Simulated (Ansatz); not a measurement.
The same path of FGeH₃ (5 atoms, charge 0, multiplicity 1) was run twice with different band settings. Lost on the way: Ge1–F2, Ge1–H3. Made: F2–H3.

Theory: Ansatz 0.2.0, RKS r2SCAN-D4/def2-SVP.

Relaxed end points:

```xyz
5
Properties=species:S:1:pos:R:3
Ge 0.260 0.000 0.100
F 0.331 0.000 1.843
H 1.709 0.000 -0.398
H -0.492 1.272 -0.307
H -0.492 -1.272 -0.307
```

```xyz
5
Properties=species:S:1:pos:R:3
Ge -0.005 0.000 -0.787
F 1.158 0.000 1.208
H 2.033 0.000 0.888
H -0.935 1.139 -0.188
H -0.935 -1.139 -0.188
```

Common settings: movable images 9; climbing image yes; spring 5.0 eV/Å²; start path through a guess of the saddle point; force threshold 0.05 eV/Å; iteration limit 60; end points relaxed.

| run | optimiser | largest step |
| --- | --- | --- |
| 1 | quadratic models (default) | default |
| 2 | lbfgs | 0.5 Å |

(1) What does each run give, and how far can it be trusted?

Answers

(1) Run 1: converged after 6 iterations, highest image 2.608 eV above the first end. A vibrational analysis at the climbing image gives one clearly imaginary mode, 1172i cm⁻¹: a first-order saddle point.
Run 2: converged after 26 iterations, highest image 2.608 eV above the first end. Another band between the same ends (9 images) ends at a top of the same energy, where a vibrational analysis finds 1 clearly imaginary mode.
The orbitals stay closed-shell, which can raise the energy where a bond breaks towards radicals; this wasn't checked here.
